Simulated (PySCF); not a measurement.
# Worked example: oscillator strength and radiative lifetime

CH₆O₃Si₂, SMILES O=C([SiH2]O)[SiH2]O.

The structure is a stationary point at ωB97X-D3(BJ)/def2-SVP. This is a generated structure with no PubChem entry under its InChIKey; it may be hypothetical. The values are those of a single conformer.

PySCF with TDDFT-PBE0/def2-SVPD puts the first singlet state with f over 0.02 at 5.44 eV (vertical), with the transition dipole (-0.458, 0.000, 0.000) in atomic units.

Q: Find the oscillator strength, the wavelength and the radiative lifetime that this transition would have in vacuum if emission retraced absorption.

A: 
|μ|² = 0.2098 au, so |μ| = 1.16 D. ΔE = 5.44/27.211 = 0.1999 hartree. f = (2/3) ΔE |μ|² = 0.028 (the program prints 0.028).
λ = 1239.84/5.44 = 228 nm; ν = 43877 cm⁻¹.
Einstein's coefficient A = 0.6670 ν² f s⁻¹ (ν in cm⁻¹) = 3.6e7 s⁻¹, so τ = 1/A = 28 ns. This state is S3; the lower singlets have f = 0.000, 0.007. The figure is the radiative limit of this one transition; relaxation, internal conversion, crossing to triplets and a medium change what is measured.
